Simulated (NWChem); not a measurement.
Molecule: BNH3, doublet; SMILES [BH]N

Computed with NWChem. Spin-unrestricted. In the optimisation the excess spin sits in a' (Cs, its own frame). Geometry: optimised at PBE-D3(BJ)/def2-SVP, spin-unrestricted. No stability test was run on the SCF state.

Q: Taking PBE0/cc-pVQZ as the yardstick, which of these has the fewest basis functions while keeping “highest occupied level (eV)” within 0.05 eV of it: PBE0/aug-cc-pVTZ; PBE0/cc-pVTZ; PBE0/cc-pVDZ; PBE0/aug-cc-pVDZ?

A: PBE0/aug-cc-pVDZ.
```tsv
level	basis functions	highest occupied level (eV)	relative time (rough)
PBE0/cc-pVDZ	43	-5.29	1
PBE0/aug-cc-pVDZ	73	-5.47	2
PBE0/cc-pVTZ	102	-5.41	5
PBE0/aug-cc-pVTZ	161	-5.47	20
PBE0/cc-pVQZ	200	-5.44	20
```

The yardstick is one finite set, not the basis-set limit.
